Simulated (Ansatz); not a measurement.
Program: Ansatz. Geometries: PBE0-D4/def2-TZVP. ΔE: electronic, gas phase. CCSD(T)/CBS adds triple-zeta CCSD(T) − MP2 to the extrapolated MP2 energy (def2 sets, frozen cores). This one scheme is used for every species. Functionals use def2-TZVPP. B3LYP here is the variant with VWN-RPA as its local correlation; programs differ in this. One conformer a species, not always the lowest.

Consider the redistribution: `[CH3][AlH][SiH2][AlH2]` + `BCOC#N` → `BCO[SiH2][AlH2]` + `[CH3][AlH][C]#N`.

| level | ΔE (kJ/mol) |
| --- | --- |
| ωB97X-V | -187.9 |
| PBE0 | -160.6 |
| B3LYP | -183.8 |
| CCSD/CBS(def2) | -203.8 |

Question: What does CCSD(T)/CBS give? (An estimate is asked.)

Answer: Computed: -199.2 kJ/mol. The listed levels differ from it by 11.3, 38.6, 15.4, -4.6 kJ/mol.

Largest T1 diagnostic among the species: 0.014.

The D4 term adds −3.3 kJ/mol with B3LYP and −1.7 kJ/mol with PBE0; it sums over pairs of atoms, weighted by their polarisabilities, and B3LYP, whose exchange is more repulsive, gets the larger term. In def2-TZVPP, CCSD(T) changes the Hartree–Fock value by +17.9 kJ/mol (the triples alone add +4.7 kJ/mol) and MP2 by +6.7 kJ/mol.
